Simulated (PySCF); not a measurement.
Disilicic acid, SMILES O[Si](O)(O)O[Si](O)(O)O at its GFN2-xTB optimised geometry (Å):

```
15

O      2.0110    -1.8757     0.0000
Si     0.3928    -1.8757     0.0000
O     -0.1929    -2.6205    -1.3068
O     -0.1100    -2.6370     1.3343
O     -0.0978    -0.3097     0.0000
Si    -1.5328     0.3740    -0.2698
O     -1.2717     1.8757    -0.8363
O     -2.3327    -0.5918    -1.3115
O     -2.4712     0.5083     1.0424
H      2.4712    -1.5518    -0.7684
H     -1.0843    -2.3778    -1.5574
H      0.3109    -2.4378     2.1657
H     -0.5889     2.0129    -1.4862
H     -3.2765    -0.4731    -1.3826
H     -2.1934     1.0858     1.7471
```

Method: B3LYP/def2-TZVP run with PySCF 2.14.0. Cells within 0.4 Å of a nucleus heavier than hydrogen are left out (blank, or x).

Map of the electrostatic potential (hartree/e), clipped to [-0.08, 0.12] on the plane z = 0.0 Å:

```
|22222222222222333333333333333|
|22222222222222233333333333333|
|22222222111222233333333333333|
|22222211111112223333333333333|
|22222111000012223333333333333|
|22222110000011223333333333333|
|22222111001011223333333333333|
|22222212245321223333333333333|
|22222234699732222333333333333|
|22222358999964322222333333333|
|22223599999996422222233333333|
|32224799999999421122223333333|
|333359999x9999731112223333333|
|333359999xx999993112222333333|
|3334599999999xx99212222333333|
|3344579999999xx99532222333333|
|33444589999999x99964333333333|
|33333347999999999998875433333|
|33333234578999999999999643333|
|333322234589999xx999xx9943333|
|33322222357999xxx999xx9932222|
|333222223469999x9999x99422222|
|33222222334799999999994111222|
|32222222223479999995210001122|
|22222222222235899852000011122|
|22222222111112344431100011222|
|22222222111000122221111111222|
|22222222111000011111111112222|
|22222222111100011111111122222|
```
Scale: ten equal steps from -0.054 (start of '0') to 0.120 (end of '9'), in the order '0123456789'; x runs from -4.50 to 4.50, y from -4.50 (bottom) to 4.50 (top).
